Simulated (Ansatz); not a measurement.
Frontier orbitals of AlH$_{8}$NO$_{2}$Si$_{2}$, SMILES `[NH2][Al]([O][SiH3])[O][SiH3]`.

```xyz
14

N     1.681    1.587    1.447
Al    0.602    0.566    0.518
O    -0.953    0.273    1.079
Si   -2.476   -0.269    1.207
O     1.130   -0.110   -0.924
Si    1.191   -0.945   -2.314
H     1.440    2.027    2.318
H     2.625    1.810    1.181
H    -2.637   -1.037    2.471
H    -2.822   -1.157    0.064
H    -3.423    0.878    1.221
H     1.313   -0.009   -3.464
H     2.369   -1.852   -2.308
H    -0.040   -1.763   -2.496
```

Charge 0, multiplicity 1. Geometry: relaxed with PBE0-D4/def2-TZVP. It is one conformer, not always the lowest. Basis def2-TZVPP, the Gaussian-basis code of Ansatz.

Orbital energies of one run (eV). Highest occupied ones, from the top: -9.05, -9.98, -10.10, -10.33, -10.35, -12.11, -12.30, -12.34, -12.58, -13.08, -13.46, -14.32, -14.98, -16.84. Empty: 0.31, 1.70, 1.71, 1.90, 2.63, 2.67.

**Question.** Which functional gave them?
A. ωB97X-V
B. r2SCAN
C. CAM-B3LYP
D. revPBE

**Answer.** C. HOMO energies: CAM-B3LYP -9.05, ωB97X-V -10.11, revPBE -6.13, r2SCAN -6.49 eV.
